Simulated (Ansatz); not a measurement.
Geometry optimisation, RKS CAM-B3LYP-D4/def2-SVP (Ansatz 0.2.0).

Input file:

```yaml
crystal:
  periodic: [false, false, false]
  atoms:
    - { symbol: C, position_ang: [-1.1321, 1.2963, -0.7425] }
    - { symbol: B, position_ang: [0.0186, 0.4605, -0.2128] }
    - { symbol: "N", position_ang: [0.286, -1.0496, -0.3413] }
    - { symbol: C, position_ang: [1.003, -1.2307, 0.9607] }
    - { symbol: S, position_ang: [0.8982, 0.4351, 1.4834] }
    - { symbol: H, position_ang: [-1.6125, 1.9495, 0.0771] }
    - { symbol: H, position_ang: [-0.7826, 2.0298, -1.5388] }
    - { symbol: H, position_ang: [-1.9231, 0.695, -1.1859] }
    - { symbol: H, position_ang: [1.058, -1.1376, -1.0226] }
    - { symbol: H, position_ang: [1.9727, -1.6254, 0.9128] }
    - { symbol: H, position_ang: [0.2791, -1.8799, 1.6306] }
basis:
  gaussian: { orbitals: def2-SVP }
hamiltonian:
  xc: cam_b3lyp
  dispersion: d4
relax:
  f_tol: 0.02
  max_steps: 50
```

Run as:

```bash
$ ansatz run input.yaml --threads 2 --pin off --max-ram 3072MiB --backend cpu --events-out ev --progress --plain --runs-dir out
```

Problem. Where does it end, and by what steps?

Solution. The run converged. The force dipped under the threshold on the way, but the program's further checks kept it going. After 23 steps the energy has fallen by 1.479 eV; H9 moved furthest, 1.09 Å.

```
step  energy less start (eV)  largest force component (eV/Å)  accepted
   0                  0.0000                           4.458       yes
   1                 -0.7440                           1.938       yes
   2                 -1.0374                           1.453       yes
   3                 -1.2201                           1.116       yes
   4                 -1.3803                           1.130       yes
   5                 -1.4267                           1.292       yes
   6                 -1.4307                           0.637       yes
   7                 -1.4680                           0.083       yes
   8                 -1.4715                           0.050       yes
   9                 -1.4723                           0.145       yes
  10                 -1.4702                           0.435        no
  11                 -1.4743                           0.075       yes
  12                 -1.4761                           0.031       yes
  13                 -1.4728                           0.262        no
  14                 -1.4747                           0.136        no
  15                 -1.4763                           0.007       yes
  16                 -1.4776                           0.070       yes
  17                 -1.4776                           0.120       yes
  18                 -1.4785                           0.055       yes
  19                 -1.4789                           0.034       yes
  20                 -1.4791                           0.004       yes
  21                 -1.4792                           0.029       yes
  22                 -1.4790                           0.041        no
  23                 -1.4793                           0.004       yes
```

```xyz
11
Properties=species:S:1:pos:R:3
C -1.057 1.347 -0.782
B -0.145 0.359 0.009
N 0.265 -0.963 -0.224
C 1.093 -1.182 0.941
S 0.791 0.518 1.600
H -1.900 1.683 -0.157
H -0.495 2.251 -1.065
H -1.468 0.899 -1.699
H 0.101 -1.651 -0.948
H 2.158 -1.356 0.720
H 0.723 -1.962 1.625
```

Time of the run: 61 s on 2 threads of Arm Neoverse V2, with other jobs on the host, peak memory 0.27 GiB.
